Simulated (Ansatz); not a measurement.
Computed with Ansatz on PBE0-D4/def2-TZVP structures; ΔE is electronic, products minus reactants. CCSD(T)/CBS is the MP2 limit (def2-TZVPP, def2-QZVPP) plus CCSD(T) − MP2 in def2-TZVPP, frozen cores. This one scheme is used for every species, atoms too. Functionals use def2-TZVPP. Open shells (•) are unrestricted, without spin–orbit coupling. Spin–orbit coupling would lower the free atoms: a little for Al, C; clearly for Ge. For Ge outer-core shells are correlated without core-valence functions, so the limit isn't a true one: a few kJ/mol of doubt a bond, and 10 to 20 or more in all where bonds break to atoms. Scalar relativity is left out up to krypton.

Reaction (atomization): `[CH3][AlH][GeH3]` → Al• + C• + Ge• + 7 H•

`[CH3][AlH][GeH3]`:

```xyz
10

C    -0.360   -1.613    1.019
Al   -0.525    0.299    0.670
Ge    0.600    1.326   -1.289
H     0.689   -1.879    1.193
H    -0.940   -1.944    1.883
H    -0.679   -2.197    0.148
H    -1.374    1.242    1.631
H    -0.405    2.020   -2.235
H     1.391    0.324   -2.154
H     1.602    2.422   -0.867
```

```csv
level,ΔE (kcal/mol)
revPBE,682.4
SCS-MP2/def2-QZVPP,706.3
```

Task: What does CCSD(T)/CBS give? (An estimate is asked.)

Result: Computed: +711.7 kcal/mol. The listed levels differ from it by -29.3, -5.4 kcal/mol.

Largest T1 diagnostic among the species: 0.018.

From PBE to PBE0 (25 % exact exchange), in def2-TZVPP and without D4, ΔE moves by −1.3 kcal/mol: exact exchange takes away binding that semilocal exchange gives to molecules. The D4 term adds +6.0 kcal/mol with B3LYP and +3.2 kcal/mol with PBE0; it sums over pairs of atoms, weighted by their polarisabilities, and B3LYP, whose exchange is more repulsive, gets the larger term.

B3LYP here is the variant with VWN-RPA as its local correlation; programs differ in this.

For atomizations the MP2-based limit and the directly extrapolated one differ by several kJ/mol either way, and by 10 to 25 for some Ge, Se and Sn compounds, so smaller differences from it don't rank the levels.
